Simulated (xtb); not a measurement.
xtb input file for Cd(Br)(OH) (BrCdHO), SMILES [Br][Cd][OH], GFN2-xTB. 

```
$ xtb mol.xyz --gfn 2 --sp --chrg 0 --uhf 0 --json
$ cat mol.xyz
4

Cd     0.15897563    -0.10535860     0.79979519
Br    -0.26036868     0.66258472    -1.42863156
O      0.15287260    -1.98126238     1.18969483
H      0.25909242    -2.28315313     2.09437703
```

Output:

```
[banner left out]
          |                Calculation Setup                |
           -------------------------------------------------



           -------------------------------------------------
          |                 G F N 2 - x T B                 |
           -------------------------------------------------

        Reference                      10.1021/acs.jctc.8b01176
      * Hamiltonian:
        H0-scaling (s, p, d)           1.850000    2.230000    2.230000
        zeta-weighting                 0.500000
      * Dispersion:
        s8                             2.700000
        a1                             0.520000
        a2                             5.000000
        s9                             5.000000
      * Repulsion:
        kExp                           1.500000    1.000000
        rExp                           1.000000
      * Coulomb:
        alpha                          2.000000
        third order                    shell-resolved
        anisotropic                    true
        a3                             3.000000
        a5                             4.000000
        cn-shift                       1.200000
        cn-exp                         4.000000
        max-rad                        5.000000


          ...................................................
          :                      SETUP                      :
          :.................................................:
          :  # basis functions                  19          :
          :  # atomic orbitals                  18          :
          :  # shells                            8          :
          :  # electrons                        16          :
          :  max. iterations                   250          :
          :  Hamiltonian                  GFN2-xTB          :
          :  restarted?                      false          :
          :  GBSA solvation                  false          :
          :  PC potential                    false          :
          :  electronic temp.          300.0000000     K    :
          :  accuracy                    1.0000000          :
          :  -> integral cutoff          0.2500000E+02      :
          :  -> integral neglect         0.1000000E-07      :
          :  -> SCF convergence          0.1000000E-05 Eh   :
          :  -> wf. convergence          0.1000000E-03 e    :
          :  Broyden damping             0.4000000          :
          :  net charge                          0          :
          :  unpaired electrons                  0          :
          ...................................................

 iter      E             dE          RMSdq      gap      omega  full diag
   1     -9.2753280 -0.927533E+01  0.184E+01    3.62       0.0  T
   2     -9.2971194 -0.217914E-01  0.919E+00    3.50       1.0  T
   3     -9.2960814  0.103794E-02  0.240E+00    3.61       1.0  T
   4     -9.2993959 -0.331452E-02  0.128E+00    3.40       1.0  T
   5     -9.3007769 -0.138093E-02  0.864E-01    3.53       1.0  T
   6     -9.3006835  0.933320E-04  0.554E-01    3.59       1.0  T
   7     -9.3009853 -0.301804E-03  0.342E-01    3.50       1.0  T
   8     -9.3012356 -0.250251E-03  0.652E-02    3.56       1.0  T
   9     -9.3012459 -0.102759E-04  0.458E-02    3.56       1.1  T
  10     -9.3012510 -0.511519E-05  0.939E-03    3.55       5.3  T
  11     -9.3012509  0.902631E-07  0.796E-03    3.55       6.3  T
  12     -9.3012511 -0.158253E-06  0.407E-03    3.55      12.3  T
  13     -9.3012511 -0.526090E-07  0.579E-04    3.55      86.4  T
  14     -9.3012511 -0.128215E-08  0.204E-04    3.55     244.9  T

   *** convergence criteria satisfied after 14 iterations ***

         #    Occupation            Energy/Eh            Energy/eV
      -------------------------------------------------------------
         1        2.0000           -0.8433855             -22.9497
         2        2.0000           -0.6745155             -18.3545
         3        2.0000           -0.5523569             -15.0304
         4        2.0000           -0.4996353             -13.5958
         5        2.0000           -0.4471368             -12.1672
         6        2.0000           -0.4376544             -11.9092
         7        2.0000           -0.4283289             -11.6554
         8        2.0000           -0.4277579             -11.6399 (HOMO)
         9                         -0.2971914              -8.0870 (LUMO)
        10                         -0.0607322              -1.6526
        11                          0.0179147               0.4875
        12                          0.0349549               0.9512
        13                          0.0402976               1.0966
       ...                                ...                  ...
        18                          0.8157978              22.1990
      -------------------------------------------------------------
                  HL-Gap            0.1305665 Eh            3.5529 eV
             Fermi-level           -0.3624746 Eh           -9.8634 eV

 SCC (total)                   0 d,  0 h,  0 min,  0.003 sec
 SCC setup                      ...        0 min,  0.000 sec (  3.159%)
 Dispersion                     ...        0 min,  0.000 sec (  1.831%)
 classical contributions        ...        0 min,  0.000 sec (  0.650%)
 integral evaluation            ...        0 min,  0.000 sec ( 13.108%)
 iterations                     ...        0 min,  0.002 sec ( 60.868%)
 molecular gradient             ...        0 min,  0.001 sec ( 17.346%)
 printout                       ...        0 min,  0.000 sec (  2.674%)

         :::::::::::::::::::::::::::::::::::::::::::::::::::::
         ::                     SUMMARY                     ::
         :::::::::::::::::::::::::::::::::::::::::::::::::::::
         :: total energy              -9.277415551663 Eh    ::
         :: gradient norm              0.000692348496 Eh/a0 ::
         :: HOMO-LUMO gap              3.552896495641 eV    ::
         ::.................................................::
         :: SCC energy                -9.301251258186 Eh    ::
         :: -> isotropic ES            0.096578671576 Eh    ::
         :: -> anisotropic ES         -0.001870998762 Eh    ::
         :: -> anisotropic XC         -0.009212358933 Eh    ::
         :: -> dispersion             -0.001908299472 Eh    ::
         :: repulsion energy           0.023835706523 Eh    ::
         :: add. restraining           0.000000000000 Eh    ::
         :: total charge               0.000000000000 e     ::
         :::::::::::::::::::::::::::::::::::::::::::::::::::::

           -------------------------------------------------
          |                Property Printout                |
           -------------------------------------------------

    * Orbital Energies and Occupations

         #    Occupation            Energy/Eh            Energy/eV
      -------------------------------------------------------------
         1        2.0000           -0.8433855             -22.9497
         2        2.0000           -0.6745155             -18.3545
         3        2.0000           -0.5523569             -15.0304
         4        2.0000           -0.4996353             -13.5958
         5        2.0000           -0.4471368             -12.1672
         6        2.0000           -0.4376544             -11.9092
         7        2.0000           -0.4283289             -11.6554
         8        2.0000           -0.4277579             -11.6399 (HOMO)
         9                         -0.2971914              -8.0870 (LUMO)
        10                         -0.0607322              -1.6526
        11                          0.0179147               0.4875
Note: The following floating-point exceptions are signalling: IEEE_DENORMAL
normal termination of xtb
        12                          0.0349549               0.9512
        13                          0.0402976               1.0966
        14                          0.0424833               1.1560
        15                          0.0438239               1.1925
        16                          0.0636580               1.7322
        17                          0.2649874               7.2107
        18                          0.8157978              22.1990
      -------------------------------------------------------------
                  HL-Gap            0.1305665 Eh            3.5529 eV
             Fermi-level           -0.3624746 Eh           -9.8634 eV

     #   Z          covCN         q      C6AA      α(0)
     1  48 Cd       1.548     0.417   191.746    26.579
     2  35 Br       0.802    -0.146   188.711    22.148
     3   8 O        1.545    -0.569    24.503     6.678
     4   1 H        0.813     0.298     0.727     1.338

 Mol. C6AA /au·bohr⁶  :       1101.368037
 Mol. C8AA /au·bohr⁸  :      71310.759005
 Mol. α(0) /au        :         56.743444


Wiberg/Mayer (AO) data.
largest (>0.10) Wiberg bond orders for each atom

 ---------------------------------------------------------------------------
     #   Z sym  total        # sym  WBO       # sym  WBO       # sym  WBO
 ---------------------------------------------------------------------------
     1  48 Cd   1.952 --     2 Br   1.052     3 O    0.887
     2  35 Br   1.316 --     1 Cd   1.052     3 O    0.261
     3   8 O    2.043 --     4 H    0.895     1 Cd   0.887     2 Br   0.261
     4   1 H    0.911 --     3 O    0.895
 ---------------------------------------------------------------------------

Topologies differ in total number of bonds
Writing topology from bond orders to xtbtopo.mol

molecular dipole:
                 x           y           z       tot (Debye)
 q only:        0.179       0.578       0.925
   full:        0.475       0.350       2.464       6.440
molecular quadrupole (traceless):
                xx          xy          yy          xz          yz          zz
 q only:        0.508       0.077      -3.492       0.304       0.107       2.984
  q+dip:        2.399       0.640      -4.307      -0.258       3.094       1.908
   full:        3.729       0.768      -4.762      -0.716       4.050       1.033


           -------------------------------------------------
          | TOTAL ENERGY               -9.277415551663 Eh   |
          | GRADIENT NORM               0.000692348496 Eh/α |
          | HOMO-LUMO GAP               3.552896495641 eV   |
           -------------------------------------------------

------------------------------------------------------------------------
------------------------------------------------------------------------
 total:
 SCF:
```

The run converged.
